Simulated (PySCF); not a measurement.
ClZn, charge +1, singlet, geometry from GFN2-xTB (such geometries of metal compounds can be far from the true shape). Base run: PySCF with BLYP/def2-SVP.

The PySCF input:
```python
from pyscf import gto, scf, dft

mol = gto.Mole()
mol.atom = '''
    Zn   -0.000000   -0.000000   -0.732351
    Cl    0.000000    0.000000    1.292384
'''
mol.basis = 'def2-svp'
mol.charge = 1
mol.spin = 0
mol.verbose = 4
mol.build()

mf = dft.RKS(mol)
mf.xc = 'blyp'
mf.kernel()
mf.analyze()
```

Each row names what was changed in the base input (with any setting that the change needs).

| change | ΔE vs base (mEh) | fitting functions | outcome |
|---|---|---|---|
| base | 0.000 | - | converged |
| auxbasis = def2-universal-jfit | -0.138 | 140 | converged |
| auxbasis = def2-universal-jkfit | -0.061 | 392 | converged |
| auxbasis = even-tempered beta=2.0 | -0.044 | 503 | converged |
| auxbasis = def2-svp-ri | … | … | converged |
| auxbasis = even-tempered beta=3.0 | … | … | converged |
| auxbasis = autoaux | -0.027 | 500 | converged |
| auxbasis = cc-pvtz-jkfit | - | - | input refused |
| auxbasis = cc-pvtz-ri | - | - | input refused |
| auxbasis = default (with mf = mf.density_fit()) | -0.138 | 140 | converged |

Problem. Complete the blanks.

Solution. 
- auxbasis = def2-svp-ri, ΔE vs base (mEh): -12367.3
- auxbasis = def2-svp-ri, fitting functions: 205
- auxbasis = even-tempered beta=3.0, ΔE vs base (mEh): -35.056
- auxbasis = even-tempered beta=3.0, fitting functions: 342

A fitting set is made for a task (jfit for Coulomb, jkfit for Coulomb and exchange, ri for correlation) and for a family of orbital bases.

- auxbasis = cc-pvtz-jkfit: ended with `pyscf.lib.exceptions.BasisNotFoundError: Basis set not found for Zn in cc-pvtz-jkfit`
- auxbasis = cc-pvtz-ri: ended with `pyscf.lib.exceptions.BasisNotFoundError: Basis set not found for Zn in cc-pvtz-ri`
